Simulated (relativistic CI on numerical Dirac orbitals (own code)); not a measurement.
## Ru⁵⁺: L2,3 absorption edge

Computed with this model: Dirac-Coulomb-Breit CI, KLI orbitals optimised for each configuration, model QED (radiative potential, 1s self-energy scaled to tabulated hydrogen-like ionisation energies), valence Slater integrals scaled by 0.8, multiplet model of core-to-valence dipole absorption; configurations [Kr] 4d3 → [He] 2s2 2p5 3s2 3p6 3d10 4s2 4p6 4d4; 10 K; Lorentzian 1.6 eV and Gaussian 0.5 eV FWHM. Energies are those of the free ion, without screening or charge transfer. The branching ratio is the share of the lower-energy edge in the whole absorption, uncertain by about 0.02 where the edges overlap. S is read from ⟨S²⟩ = S(S + 1).

Field parameters in Wybourne normalisation: Oh B⁴₀ = 21Dq, B⁴₄ = √(5/14) B⁴₀. The field is a parameter set, without covalency.

free ion: ground-state S = 1.48, centroid 2873.89 eV, branching ratio 0.803. Peaks (eV, height): 2848.8 (100), 2975.2 (10), 2977.8 (19).

Oh, 10Dq = 8500 cm⁻¹: ground-state S = 1.49, centroid 2884.22 eV, branching ratio 0.724. Peaks (eV, height): 2848.8 (100), 2977.5 (30).

Oh, 10Dq = 19250 cm⁻¹: ground-state S = 1.49, centroid 2886.70 eV, branching ratio 0.706. Peaks (eV, height): 2848.2 (100), 2976.8 (47).

Oh, 10Dq = 29950 cm⁻¹: ground-state S = 1.50, centroid 2887.68 eV, branching ratio 0.700. Peaks (eV, height): 2848.8 (100), 2976.5 (45), 2979.8 (23).

Oh, 10Dq = 40650 cm⁻¹: ground-state S = 1.50, centroid 2888.30 eV, branching ratio 0.697. Peaks (eV, height): 2846.5 (71), 2849.8 (100), 2851.0 (88), 2975.8 (44), 2978.2 (40), 2980.5 (27).

The statistical ratio of this edge is 2/3 = 0.667. Values above it arise where the holes sit mainly in the j = l + 1/2 valence subshell or the ground state has high spin; values below it where core-valence Coulomb terms move weight to the upper edge, as in nearly empty shells. At deep edges of heavy elements the radial integrals of the two core levels differ, which raises the baseline.

Strongest unbroadened transitions for Oh, 10Dq = 40650 cm⁻¹:

```csv
Energy (eV),Relative strength
2846.15,27.1
2846.47,25.9
2846.48,100.0
2847.26,26.0
2849.19,37.8
2849.24,25.9
2849.58,62.5
2849.63,51.3
2849.79,66.3
2850.93,38.9
2850.96,33.9
2851.72,39.5
2975.50,21.1
2975.57,28.9
2976.13,55.3
2978.35,22.2
2978.44,41.5
2978.51,27.8
```
